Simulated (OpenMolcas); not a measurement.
# Co3+ in Cs2NaYF6: curves along the breathing mode

Co3+ with its 6 nearest fluoride ions, on the Y site of Cs2NaYF6 (a = 9.075 Å, distance in the model lattice 2.178 Å). The rest of the host is ab initio model potentials to 7.6 Å, with orthogonalisation functions on the cations behind the ligands, and point charges beyond; the distance is set by hand and nothing relaxes. Ligand basis ANO-RCC-VDZP.

* Program: OpenMolcas 26.06
* Method: CASSCF
* Basis: ANO-RCC-VDZP [5s4p2d1f]
* Scalar Hamiltonian: DKH2, point nucleus
* Active space: 6 electrons in 5 orbitals (3d)
* State averaging: 2S+1 = 5 even, 5 roots; 2S+1 = 3 even, 45 roots; 2S+1 = 1 even, 50 roots
* Spin-orbit coupling: RASSI with atomic mean-field integrals over the reference wave functions

Spin-free energies (labels of O, the rotations of Oh) in cm-1 above the lowest fitted minimum, as all ligands move together:

```json
{"R (Å)": "1.878", "5T2": "470", "5E": "12800", "3T1": "13930", "1A1": "14220", "3T2": "18890", "3T1(2)": "24710", "3T2(2)": "26860"}
{"R (Å)": "1.922", "5T2": "50", "5E": "11020", "3T1": "14780", "1A1": "16440", "3T2": "19390", "3T1(2)": "24340", "3T2(2)": "26580"}
{"R (Å)": "1.966", "5T2": "1430", "5E": "11220", "3T1": "17250", "1A1": "20100", "3T2": "21510", "3T1(2)": "25760", "3T2(2)": "28090"}
{"R (Å)": "2.01", "5T2": "4270", "5E": "13040", "3T1": "21020", "1A1": "24920", "3T2": "24960", "3T1(2)": "28630", "3T2(2)": "31040"}
{"R (Å)": "2.055", "5T2": "8430", "5E": "16300", "3T1": "25990", "1A1": "30840", "3T2": "29620", "3T1(2)": "32810", "3T2(2)": "35300"}
{"R (Å)": "2.099", "5T2": "13510", "5E": "20610", "3T1": "31730", "1A1": "37410", "3T2": "35080", "3T1(2)": "37890", "3T2(2)": "40450"}
{"R (Å)": "2.143", "5T2": "19420", "5E": "25860", "3T1": "38210", "1A1": "44640", "3T2": "41300", "3T1(2)": "43790", "3T2(2)": "46420"}
```

Cubic fits give the following; the wavenumber is harmonic, with the mass of all moving ligands, small differences in it between states hang on the degree of the fit, a number in brackets counts states of one label, and the table is a selection of at most 14 states with clean curves.

```tsv
State	R0 (Å)	Breathing mode (cm-1)	Minimum (cm-1)
5T2	1.909	523	0
5E	1.940	524	10900
3T2	1.886	514	18850
3T1(2)	1.908	523	24280
3T2(2)	1.906	524	26490
3E	1.912	517	28830
3T1(3)	1.911	521	28770
3T2(3)	1.914	513	33850
1T2	1.896	515	32790
3A2	1.927	522	35430
3E(2)	1.934	529	36650
```

The minimum of 5E is shifted by +0.0308 Å against 5T2 (from the unrounded fits). With M = 114.0 u for the moving shell, the Huang-Rhys factor in this mode is S = M ω ΔR² / 2ħ = 0.01483 × 114.0 × 523 × 0.0308² = 0.84. Only the first shell moves, against a rigid host.

An orbital triplet at a regular site is open to Jahn-Teller coupling, which can distort the site and quench the lowest spin-orbit gaps and is left out. Without dynamic correlation the repulsion within the d shell is too large (B by tens of per cent), so at a given field states of lower spin stand too high. Ligand-to-metal charge-transfer states are missing. With no ligand orbital active B as a rule stays too high, so bands that hang on it stand too high and its fall with covalency is understated. With metal d orbitals alone and no dynamic correlation 10Dq can be off by a tenth to a fifth, either way, in oxide and fluoride hosts. This shell can be high or low spin here, a state of another spin lies low, and with metal d orbitals alone active their balance is uncertain, so the ground spin may be wrong (holds for R = 1.878; R = 1.922). CASSCF with metal d orbitals alone favours high spin, so a ground state of lower spin is not ruled out (holds for R = 1.966; R = 2.01; R = 2.055; R = 2.099; R = 2.143). No measured value stands beside these numbers.
